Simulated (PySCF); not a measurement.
CdClI, SMILES [Cl][Cd][I].

The structure is a stationary point at PBE0-D3(BJ)/def2-TZVP. The def2 effective core potentials stand for the cores of Cd, I; spin–orbit coupling is left out.

All values below come from HF/def2-TZVPD (PySCF).

| Property | Value |
|---|---|
| total energy | -923.16035 hartree |
| point group | C∞v |
| highest occupied level | -10.38 eV |
| lowest empty level | 0.64 eV |
| orbital gap | 11.02 eV |
| dipole moment | 0.79 D |
| quadrupole, principal values (traceless, Buckingham form, about the centre of nuclear charge) | -15.94, 7.97, 7.97 D·Å |
| mean static polarisability | 74.6 bohr³ (11.06 Å³) |
| polarisability, principal values | 60.5, 60.5, 102.8 bohr³ |
